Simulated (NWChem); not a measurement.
System: Si$_{3}$H$_{6}$, singlet; SMILES [SiH3][Si][SiH3]

NWChem printed, in part:

```
             Northwest Computational Chemistry Package (NWChem) 7.3.0
             --------------------------------------------------------

                             Geometry "geometry" -> ""
                             -------------------------

 Output coordinates in angstroms (scale by  1.889725989 to convert to a.u.)

  No.       Tag          Charge          X              Y              Z
 ---- ---------------- ---------- -------------- -------------- --------------
    1 Si                  14.0000    -0.00000100     0.00000200     1.30491100
    2 Si                  14.0000    -1.67707600     0.13687500    -0.38070800
    3 H                    1.0000    -1.93447300    -1.32721400    -0.62589500
    4 H                    1.0000    -1.27971200     0.75592800    -1.68682300
    5 H                    1.0000    -2.96043000     0.75723800     0.07420300
    6 Si                  14.0000     1.67707600    -0.13687300    -0.38070600
    7 H                    1.0000     1.93447300     1.32721500    -0.62589600
    8 H                    1.0000     1.27971200    -0.75592800    -1.68682100
    9 H                    1.0000     2.96042900    -0.75723600     0.07420500

 Effective nuclear repulsion energy (a.u.)     175.2006556354

                                 NWChem DFT Module
                                 -----------------

 Summary of "ao basis" -> "ao basis" (spherical)
 ------------------------------------------------------------------------------
       Tag                 Description            Shells   Functions and Types
 ---------------- ------------------------------  ------  ---------------------
 Si                         def2-svp                 8       18   4s3p1d
 H                          def2-svp                 3        5   2s1p

 in cosmo_initialize ...
 calling solv_data for solv:dcm

 solvent parameters
 solvname_short: dcm
 solvname_long:  dichloromethane
 dielec:        8.9300
 dielecinf:     2.0283
 nonaqueous SMD model solvent descriptors
 dielec:        8.9300
 sola:          0.1000
 solb:          0.0500
 solc:          0.0000
 solg:         39.1500
 solh:          0.6670
 soln:          1.4242

          ---------------
          -cosmo- solvent
          ---------------
 Cosmo: York-Karplus, doi: 10.1021/jp992097l
 dielectric constant -eps-     =   8.93
 screen = (eps-1)/(eps    )    =   0.88802
 surface charge correction     = lagrangian

   van der Waals surface
 --------------------------

 ---------- ATOMIC COORDINATES (A.U.) ------------ VDWR(ANG.) --
     1   -0.00000189    0.00000378    2.46592423     2.470
     2   -3.16921410    0.25865624   -0.71943380     2.470
     3   -3.65562390   -2.50807079   -1.18277005     1.200
     4   -2.41830502    1.42849679   -3.18763326     1.200
     5   -5.59440151    1.43097233    0.14022334     1.200
     6    3.16921410   -0.25865247   -0.71943002     2.470
     7    3.65562390    2.50807268   -1.18277194     1.200
     8    2.41830502   -1.42849679   -3.18762948     1.200
     9    5.59439962   -1.43096855    0.14022712     1.200
 number of segments per atom =        128
 number of   points per atom =        128
 atom (   nspa,  nppa )
 ----------------------
    1 (     76,     0 )       0
    2 (     86,     0 )       0
    3 (     33,     0 )       0
    4 (     35,     0 )       0
    5 (     34,     0 )       0
    6 (     86,     0 )       0
    7 (     33,     0 )       0
    8 (     35,     0 )       0
    9 (     34,     0 )       0
 number of -cosmo- surface points =      452
 molecular surface =    149.170 angstrom**2
 molecular volume  =    146.906 angstrom**3
 -lineq- algorithm             =   0
 -bem- low  level              =   3
 -bem- from -octahedral-
 gaussian surface charge width =   4.50000
 degree of switching           =   1.00000
 switching function tolerance  =   0.00010
 atomic radii =
 --------------
    1 14.000  2.470
    2 14.000  2.470
    3  1.000  1.200
    4  1.000  1.200
    5  1.000  1.200
    6 14.000  2.470
    7  1.000  1.200
    8  1.000  1.200
    9  1.000  1.200
 ...... end of -cosmo- initialization ......

 nat:                     9
 ixmem:                  4523
 calling mnsol_interface()
 G(SMD-CDS) energy (kcal/mol)  =    -0.780
 SMD-CDS SASA (angstrom**2)    =   166.439

[...]

                                COSMO-SMD solvation results
                                ---------------------------

             internal energy in gas <Psi(g)|H|Psi(g)> =      -871.356205059960
         internal energy in solvent <Psi(s)|H|Psi(s)> =      -871.355999723810
                               delta internal energy  =         0.000205336150 (    0.13 kcal/mol)
   total free energy in solvent <Psi(s)|H+V/2|Psi(s)> =      -871.358691640604
 polarization energy contribution <Psi(s)|V/2|Psi(s)> =        -0.002691916794 (   -1.69 kcal/mol)
    total free energy in solvent including G(SMD-CDS) =      -871.359935398603
                       G(SMD-CDS) energy contribution =        -0.001243757999 (   -0.78 kcal/mol)
     1 M fixed-concentration free energy of solvation =        -0.003730338643 (   -2.34 kcal/mol)

                       DFT Final Molecular Orbital Analysis
                       ------------------------------------

 Vector   22  Occ=2.000000D+00  E=-3.525008D-01
              MO Center= -1.2D-05, -5.2D-06, -6.3D-01, r^2= 6.3D+00
   Bfn.  Coefficient  Atom+Function         Bfn.  Coefficient  Atom+Function
  ----- ------------  ---------------      ----- ------------  ---------------
    42      0.231747  4 H  s                 75     -0.231752  8 H  s
    47     -0.219394  5 H  s                 80      0.219390  9 H  s
    28     -0.177895  2 Si pz                61      0.177896  6 Si pz
    31     -0.140411  2 Si pz                64      0.140411  6 Si pz
    43      0.122869  4 H  s                 76     -0.122872  8 H  s

 Vector   23  Occ=2.000000D+00  E=-2.801760D-01
              MO Center= -9.8D-07,  1.5D-06,  4.1D-01, r^2= 4.4D+00
   Bfn.  Coefficient  Atom+Function         Bfn.  Coefficient  Atom+Function
  ----- ------------  ---------------      ----- ------------  ---------------
     8      0.302759  1 Si px                11      0.267288  1 Si px
    29     -0.188707  2 Si px                62     -0.188707  6 Si px
    26     -0.180369  2 Si px                59     -0.180369  6 Si px
     5     -0.158804  1 Si px                47      0.138140  5 H  s
    80     -0.138140  9 H  s                 28     -0.133594  2 Si pz

 Vector   24  Occ=2.000000D+00  E=-2.447641D-01
              MO Center= -8.5D-07,  1.7D-06,  1.0D+00, r^2= 3.8D+00
   Bfn.  Coefficient  Atom+Function         Bfn.  Coefficient  Atom+Function
  ----- ------------  ---------------      ----- ------------  ---------------
    13      0.383170  1 Si pz                 4      0.338473  1 Si s
    10      0.325731  1 Si pz                 3      0.299064  1 Si s
     2      0.180018  1 Si s                  7     -0.174307  1 Si pz
    29     -0.138436  2 Si px                62      0.138436  6 Si px
    28     -0.121715  2 Si pz                61     -0.121715  6 Si pz

 Vector   25  Occ=0.000000D+00  E=-1.243412D-01
              MO Center= -8.4D-07,  1.8D-06,  1.0D+00, r^2= 3.2D+00
   Bfn.  Coefficient  Atom+Function         Bfn.  Coefficient  Atom+Function
  ----- ------------  ---------------      ----- ------------  ---------------
    12      0.645269  1 Si py                 9      0.381937  1 Si py
     6     -0.206513  1 Si py                38      0.144925  3 H  s
    71     -0.144925  7 H  s                 11      0.127022  1 Si px
    43     -0.115289  4 H  s                 76      0.115289  8 H  s
    37      0.107647  3 H  s                 70     -0.107647  7 H  s

 Vector   26  Occ=0.000000D+00  E= 1.315872D-02
              MO Center= -8.2D-07,  1.5D-06,  5.2D-01, r^2= 5.5D+00
   Bfn.  Coefficient  Atom+Function         Bfn.  Coefficient  Atom+Function
  ----- ------------  ---------------      ----- ------------  ---------------
    11      0.952960  1 Si px                22      0.575578  2 Si s
    55     -0.575578  6 Si s                 29      0.568359  2 Si px
    62      0.568359  6 Si px                43     -0.375043  4 H  s
    76      0.375042  8 H  s                 21      0.341477  2 Si s
    54     -0.341477  6 Si s                 12     -0.275440  1 Si py

 Vector   27  Occ=0.000000D+00  E= 2.324295D-02
              MO Center=  1.2D-06,  1.2D-06,  3.9D-02, r^2= 6.5D+00
   Bfn.  Coefficient  Atom+Function         Bfn.  Coefficient  Atom+Function
  ----- ------------  ---------------      ----- ------------  ---------------
    31      0.779332  2 Si pz                64      0.779334  6 Si pz
    48     -0.643352  5 H  s                 81     -0.643353  9 H  s
     4     -0.577978  1 Si s                 13      0.408342  1 Si pz
    22      0.397735  2 Si s                 55      0.397734  6 Si s
     3     -0.355473  1 Si s                 30      0.333690  2 Si py

     Multipole analysis of the density
     ---------------------------------

     L   x y z        total         alpha         beta         nuclear
     -   - - -        -----         -----         ----         -------
     0   0 0 0     -0.000000    -24.000000    -24.000000     48.000000

     1   1 0 0      0.000001      0.000015      0.000015     -0.000028
     1   0 1 0      0.000001     -0.000055     -0.000055      0.000111
     1   0 0 1     -0.053365     -2.985928     -2.985928      5.918491

     2   2 0 0    -35.475093   -208.861502   -208.861502    382.247911
     2   1 1 0      0.306724     13.920992     13.920992    -27.535260
     2   1 0 1      0.000006     -0.000060     -0.000060      0.000126
     2   0 2 0    -31.371089    -27.000877    -27.000877     22.630665
     2   0 1 1     -0.000004     -0.000033     -0.000033      0.000061
     2   0 0 2    -36.599259    -79.690862    -79.690862    122.782464
```

Level: PBE0/def2-SVP, SMD on the gas-phase geometry. Low-valent species are run as closed-shell singlets; no triplet was tried in these runs. Coordinates come from a PBE0/def2-SVP optimisation. Solvent: dichloromethane.

Question: Write an input that gives this output.

Answer: One answer among several that fit: the input that was run:
```
start job
memory heap 200 mb stack 900 mb global 1100 mb
geometry units angstroms noautosym nocenter noautoz
  Si    -0.000001     0.000002     1.304911
  Si    -1.677076     0.136875    -0.380708
  H     -1.934473    -1.327214    -0.625895
  H     -1.279712     0.755928    -1.686823
  H     -2.960430     0.757238     0.074203
  Si     1.677076    -0.136873    -0.380706
  H      1.934473     1.327215    -0.625896
  H      1.279712    -0.755928    -1.686821
  H      2.960429    -0.757236     0.074205
end
basis spherical
  * library def2-svp
end
dft
  xc pbe0
  iterations 150
end
cosmo
  do_cosmo_smd true
  solvent dcm
end
task dft energy
```
